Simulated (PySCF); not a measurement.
Job file and geometry (Å, from PBE0-D3(BJ)/def2-SVP) of an NMR shielding run on SMILES O([SiH2]CCC)C, C₄H₁₂OSi, GIAO B3LYP/pcSseg-1 NMR shielding, non-relativistic, gas phase in PySCF; density fitting, a coarse starting grid and PySCF grid level 2 are the driver's defaults:

```
{"job": {"kind": "nmr", "xc": "B3LYP", "basis": "pcSseg-1", "pop": false}, "charge": 0, "multiplicity": 1}
C     -2.862075     0.125622    -0.073861
C     -1.398914     0.458765    -0.322329
C     -0.584483    -0.731214    -0.829203
Si     1.228836    -0.361851    -1.084726
O      1.821278     0.137477     0.394185
C      3.133552     0.567029     0.612225
H     -3.421746     1.001996     0.288154
H     -2.964770    -0.671072     0.680520
H     -3.353224    -0.228096    -0.994879
H     -1.327949     1.287393    -1.049030
H     -0.939852     0.837150     0.606504
H     -0.651088    -1.573535    -0.117304
H     -0.995956    -1.108305    -1.783649
H      1.434603     0.724851    -2.100045
H      1.972105    -1.575437    -1.558809
H      3.389371     1.452413    -0.000088
H      3.246555     0.845872     1.671383
H      3.874409    -0.224097     0.390157
```

Task: Write the output of this run.

Result: 
```
coarse grid: 14496 points
cycle   1  E = -524.2119507040  dE =  2.938e-01  |g| = 7.961e-01  |ddm| = 3.522e+00
cycle   2  E = -523.9745056222  dE =  2.374e-01  |g| = 1.352e+00  |ddm| = 2.021e+00
cycle   3  E = -524.3350076168  dE = -3.605e-01  |g| = 1.338e-01  |ddm| = 1.515e+00
cycle   4  E = -524.3380139446  dE = -3.006e-03  |g| = 5.759e-02  |ddm| = 1.432e-01
cycle   5  E = -524.3388133107  dE = -7.994e-04  |g| = 8.160e-03  |ddm| = 5.271e-02
cycle   6  E = -524.3388283580  dE = -1.505e-05  |g| = 2.843e-03  |ddm| = 9.577e-03
cycle   7  E = -524.3388302623  dE = -1.904e-06  |g| = 4.025e-04  |ddm| = 2.219e-03
final grid: 132432 points
cycle   8  E = -524.3935030596  dE = -2.604e-05  |g| = 6.479e-03  |ddm| = 1.770e-02
cycle   9  E = -524.3934963543  dE =  6.705e-06  |g| = 8.465e-03  |ddm| = 1.079e-02
cycle  10  E = -524.3935129411  dE = -1.659e-05  |g| = 8.313e-04  |ddm| = 6.252e-03
cycle  11  E = -524.3935130696  dE = -1.285e-07  |g| = 2.056e-04  |ddm| = 8.965e-04
cycle  12  E = -524.3935130768  dE = -7.235e-09  |g| = 6.598e-05  |ddm| = 2.169e-04
cycle  13  E = -524.3935130777  dE = -8.765e-10  |g| = 1.499e-05  |ddm| = 6.199e-05
converged SCF energy = -524.3935130777

GIAO shielding tensors (ppm)
atom      isotropic    diamagn.    paramagn.     s11        s22        s33       span
  0 C      158.207     243.729     -85.523    143.810    150.441    180.369     36.559
  1 C      157.593     247.665     -90.072    147.930    159.677    165.172     17.241
  2 C      160.214     254.090     -93.876    146.486    158.090    176.065     29.579
  3 Si     348.732     881.301    -532.569    290.592    336.931    418.673    128.081
  4 O      328.197     403.375     -75.178    287.585    341.010    355.996     68.412
  5 C      124.290     236.425    -112.135     95.666     98.262    178.943     83.277
  6 H       30.066      27.742       2.324     25.601     27.489     37.107     11.506
  7 H       30.450      29.434       1.016     26.753     28.716     35.882      9.129
  8 H       30.463      28.297       2.166     26.858     28.574     35.957      9.098
  9 H       30.200      32.287      -2.087     25.052     30.235     35.313     10.261
 10 H       29.815      33.846      -4.031     23.839     31.012     34.594     10.755
 11 H       30.576      33.733      -3.157     26.957     29.652     35.117      8.160
 12 H       31.196      31.942      -0.746     27.201     29.751     36.635      9.435
 13 H       26.756      30.601      -3.844     23.834     25.350     31.085      7.251
 14 H       26.660      29.818      -3.157     23.507     24.988     31.486      7.978
 15 H       27.843      27.035       0.808     23.983     25.444     34.102     10.119
 16 H       27.552      27.402       0.150     23.320     25.317     34.020     10.701
 17 H       27.801      26.173       1.628     23.960     25.235     34.208     10.248
```

Task: Turn these shieldings into chemical shifts. Scale: $^{13}$C (179.24 ppm), $^{29}$Si (337.86 ppm), $^{1}$H (31.38 ppm) against TMS; H2O for $^{17}$O (334.04 ppm) (reference shieldings calculated alike).

Result: Averaging equivalent atoms: C 5: 54.9; C 1: 21.6; C 0: 21.0; C 2: 19.0; Si 3: -10.9; O 4: 5.8; H 13/14: 4.67; H 15/16/17: 3.65; H 9/10: 1.38; H 6/7/8: 1.06; H 11/12: 0.50 ppm. Experimental scales use liquid or dissolved standards, which lie at an offset from isolated H2O (liquid H2O: subtract about 36 ppm).

Size and cost of the density-fitted run: 169 basis functions, 27 s wall time on 1 thread of an x86-64 server CPU, shared host.
